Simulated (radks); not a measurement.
Values are calculated unless marked as measured or tabulated.
Species: La+. Configuration: [Xe] 5d1 6p1 (not the ground configuration).

Level of theory: Dirac Kohn-Sham, LDA (Slater exchange, Perdew-Wang correlation), spin-unpolarised, spherical densities, point nucleus; open shells fill j = l - 1/2 first (a radial shooting solver on a logarithmic mesh with Libxc functionals).

Energy parts (Ry):
| part | energy |
|---|---|
| total | -16981.5230 |
| kinetic | 18169.8082 |
| electron-nucleus | -41300.6040 |
| Hartree | 6543.6894 |
| exchange-correlation | -394.4165 |

Orbitals (lengths in bohr, moments of r in powers of bohr; r(max) is where P^2 peaks):
| orbital | occ. | eigenvalue (Ry) | <1/r> | <r^2> | r(max) | <r^4> |
|---|---|---|---|---|---|---|
| 1s1/2 | 2 | -2843.387 | 61.97 | 0.0008549 | 0.01609 | 1.923e-06 |
| 2s1/2 | 2 | -452.9603 | 14.58 | 0.01358 | 0.09117 | 0.0003185 |
| 2p1/2 | 2 | -427.4037 | 14.57 | 0.009968 | 0.06951 | 0.0002008 |
| 2p3/2 | 4 | -397.0781 | 13.24 | 0.01123 | 0.07468 | 0.0002483 |
| 3s1/2 | 2 | -97.24587 | 5.246 | 0.09310 | 0.2609 | 0.01315 |
| 3p1/2 | 2 | -86.45093 | 5.162 | 0.08787 | 0.2474 | 0.01228 |
| 3p3/2 | 4 | -80.54374 | 4.832 | 0.09553 | 0.2587 | 0.01443 |
| 3d3/2 | 4 | -61.56652 | 4.698 | 0.07856 | 0.2081 | 0.01116 |
| 3d5/2 | 6 | -60.30132 | 4.614 | 0.08074 | 0.2113 | 0.01174 |
| 4s1/2 | 2 | -20.01290 | 2.174 | 0.4837 | 0.6086 | 0.3410 |
| 4p1/2 | 2 | -16.04121 | 2.071 | 0.5182 | 0.6189 | 0.4024 |
| 4p3/2 | 4 | -14.77485 | 1.962 | 0.5608 | 0.6434 | 0.4712 |
| 4d3/2 | 4 | -8.25341 | 1.742 | 0.6747 | 0.6674 | 0.7424 |
| 4d5/2 | 6 | -8.03374 | 1.716 | 0.6920 | 0.6755 | 0.7808 |
| 5s1/2 | 2 | -3.36507 | 0.8587 | 2.708 | 1.405 | 10.77 |
| 5p1/2 | 2 | -2.27663 | 0.7585 | 3.430 | 1.536 | 17.92 |
| 5p3/2 | 4 | -2.08679 | 0.7199 | 3.753 | 1.604 | 21.51 |
| 5d3/2 | 1 | -0.69866 | 0.4795 | 8.582 | 2.162 | 129.5 |
| 5d5/2 | 0 | -0.68233 | 0.4710 | 8.870 | 2.196 | 138.3 |
| 6p1/2 | 1 | -0.45825 | 0.2610 | 26.03 | 4.297 | 994.4 |
| 6p3/2 | 0 | -0.43620 | 0.2509 | 27.99 | 4.480 | 1144 |

The highest occupied level is 6p1/2 at -6.235 eV. The configuration is held as typed, so some empty levels lie below it. The density falls to 0.001 e/bohr^3 at r = 4.95 bohr.
